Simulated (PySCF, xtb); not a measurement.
Se(OH)(OMe) (CH4O2Se), SMILES CO[Se]O.

xtb with GFN2-xTB at its own geometry gives an orbital gap of 3.75 eV and a dipole moment of 0.88 D.

The structure is a stationary point at B3LYP-D3(BJ)/def2-SVP. This is a generated structure with no PubChem entry under its InChIKey; it may be hypothetical. The values are those of a single conformer.

**Question.** What does PBE/def2-TZVP in PySCF give? (An estimate is asked for; the answer gives what the named calculation found.)

**Answer.** gap 3.37 eV (levels -5.26 and -1.89 eV), dipole 0.50 D.
